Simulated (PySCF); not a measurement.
PySCF 2.14 output of an unrestricted BP86 calculation on a single atom or ion in cc-pVDZ-X2C, with scalar relativity by spin-free X2C-1e:

```
SCF conv_tol = 1e-09
number electrons alpha = 36  beta = 30
    A. D. Becke.,  Phys. Rev. A 38, 3098 (1988)
    J. P. Perdew.,  Phys. Rev. B 33, 8822 (1986)
cycle= 1 E= -12158.1548240943  delta_E= -0.0158  |g|= 0.324  |ddm|= 0.991
cycle= 2 E= -12158.1334576933  delta_E= 0.0214  |g|= 0.532  |ddm|= 0.607
cycle= 3 E= -12158.1688943305  delta_E= -0.0354  |g|= 0.0204  |ddm|= 0.274
cycle= 4 E= -12158.1692839879  delta_E= -0.00039  |g|= 0.00575  |ddm|= 0.127
cycle= 5 E= -12158.169446207  delta_E= -0.000162  |g|= 0.00333  |ddm|= 0.109
cycle= 6 E= -12158.1695216669  delta_E= -7.55e-05  |g|= 0.00186  |ddm|= 0.0843
cycle= 7 E= -12158.1695483078  delta_E= -2.66e-05  |g|= 0.0014  |ddm|= 0.0335
cycle= 8 E= -12158.1695952514  delta_E= -4.69e-05  |g|= 0.000572  |ddm|= 0.113
cycle= 9 E= -12158.1695961647  delta_E= -9.13e-07  |g|= 0.000206  |ddm|= 0.0115
cycle= 10 E= -12158.1695963134  delta_E= -1.49e-07  |g|= 5.95e-05  |ddm|= 0.0091
cycle= 11 E= -12158.1695963389  delta_E= -2.55e-08  |g|= 1.61e-05  |ddm|= 0.00331
cycle= 12 E= -12158.1695963401  delta_E= -1.2e-09  |g|= 1.28e-06  |ddm|= 0.000529
cycle= 13 E= -12158.1695963401  delta_E= -2.18e-11  |g|= 3.15e-07  |ddm|= 2.58e-05
converged SCF energy = -12158.1695963401  <S^2> = 12.348766  2S+1 = 7.0989482
```

The run itself started from symmetry-adapted Hartree-Fock orbitals and held the occupation by maximum overlap, on a logarithmic radial grid, so the iterations belong to that start.

Q: Which element, charge and spin multiplicity is this?

A: Dy (dysprosium, neutral), multiplicity 7; the state was [Xe] 4f9 6s2 6p1, one real determinant (an excited configuration).

⟨L²⟩ = 27.22 against 42 for a pure I term, so this real determinant mixes terms. Spin-orbit coupling, absent here, splits the open shell strongly. ⟨S²⟩ = 12.35 against 12.00 shows spin contamination.
